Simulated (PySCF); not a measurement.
Molecule: SMILES C=COC(=O)C=C, C$_{5}$H$_{6}$O$_{2}$.

Bonds (- single, = double, # triple, : aromatic): C1=C2 1.329 Å, C2-O3 1.367 Å, O3-C4 1.356 Å, C4=O5 1.202 Å, C4-C6 1.478 Å, C6=C7 1.335 Å. C1 carries H8, H9; C2 carries H10; C6 carries H11; C7 carries H12, H13. H12 is cis to C4; H8 is cis to O3; H13 is trans to C4; H9 is trans to O3.

Geometry PBE0-D3(BJ)/def2-SVP throughout; GIAO in PySCF 2.14.0 with density-fitted response routines, gas phase, one conformer, non-relativistic; equivalent atoms averaged; basis pcSseg-1.

For orientation, wB97X-D gives these shifts δ (against TMS, H2O at the same level): C7 145.5, C2 148.8, C6 135.7, C1 102.7, O5 395.2, O3 252.1, H11 6.19, H8 5.16, H9 4.76 ppm.

A run gave: C7 142.1, C2 148.8, C6 133.7, C1 102.4, O5 384.5, O3 256.7, H11 5.92, H8 4.92, H9 4.59 ppm (shifts δ (against TMS, H2O at the same level)).

Q: Which functional was used in that run?
A. WP04
B. LDA
C. B97-D
D. BHandHLYP

A: A. C7 tells them apart best: WP04 gives 142.1, BHandHLYP gives 146.7, B97-D gives 135.5, LDA gives 147.6 ppm.
